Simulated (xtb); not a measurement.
C2H8SSi, SMILES C[SiH](C)S. All values are semi-empirical tight-binding results from xtb (GFN2-xTB unless named), good for trends rather than for accurate numbers. The structure is a stationary point at GFN2-xTB. One conformer was computed; it need not be the lowest.

Optimised geometry:

```xyz
12

Si    -0.0245    -0.5650     0.1953
C     -1.4637    -0.9323    -0.9886
C      1.6391    -0.9405    -0.6411
S     -0.0802     1.5288     0.7604
H     -0.1708    -1.2356     1.4831
H     -1.3723    -0.3749    -1.9179
H     -2.4184    -0.6693    -0.5421
H     -1.4957    -1.9877    -1.2410
H      2.4731    -0.6678    -0.0009
H      1.7515    -0.3953    -1.5754
H      1.7268    -1.9987    -0.8668
H      0.0794     2.0151    -0.4611
```
Charge 0, spin multiplicity 1.

```yaml
point_group_as_xtb_finds_it: Cs
orbital_gap: 5.01 eV
zero_point_energy: 56.7 kcal/mol
G − E(el) at 298.15 K (modified RRHO): 36.4 kcal/mol
static polarisability (D4 model): 74.7 bohr³
solvation energy, GFN2-xTB/ALPB(water): -1.2 kcal/mol
solvation energy, GFN2-xTB/ALPB(chcl3): -6.2 kcal/mol
```

Task: Give the atomic charges and the Wiberg bond orders between heavy atoms. (An estimate is asked for; the answer gives what the named calculation found.)

Result: charges (e) Si1 0.51, C2 -0.20, C3 -0.20, S4 -0.43, H5 -0.07, H6 0.04, H7 0.04, H8 0.03, H9 0.04, H10 0.04, H11 0.03, H12 0.16. Bond orders Si1–C2 0.91, Si1–C3 0.91, Si1–S4 0.92.
